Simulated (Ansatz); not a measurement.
Correlation energies of `C[O][In][CH3]` radical by basis set

```xyz
10

C    -1.878    1.284   -0.412
O    -0.727    0.499   -0.413
In    0.262   -0.338    1.127
C     2.041   -1.381    0.344
H    -2.685    0.870    0.209
H    -2.266    1.357   -1.437
H    -1.687    2.308   -0.063
H     1.902   -1.438   -0.736
H     2.114   -2.372    0.788
H     2.923   -0.790    0.592
```

Total charge 0; spin multiplicity 2. Correlated methods include outer-core shells of In, which these sets cover unevenly. In: def2 effective core potential. The structure was optimised at the PBE0-D4/def2-TZVP level. It is one conformer, not always the lowest. Frozen core, unrestricted reference, Ansatz 0.2.0.

```json
{"basis": "def2-SVP", "HF (Eh)": "-343.15375", "MP2 corr.": "-0.54778"}
{"basis": "def2-TZVPP", "HF (Eh)": "-343.34414", "MP2 corr.": "-0.86503"}
{"basis": "def2-QZVPP", "HF (Eh)": "-343.35340", "MP2 corr.": "-1.09428"}
```

Estimate the CCSD correlation energy and the (T) correction in each basis where they were run (hartree).


```json
{"basis": "def2-SVP", "CCSD corr.": "-0.59126", "(T)": "-0.01740"}
```
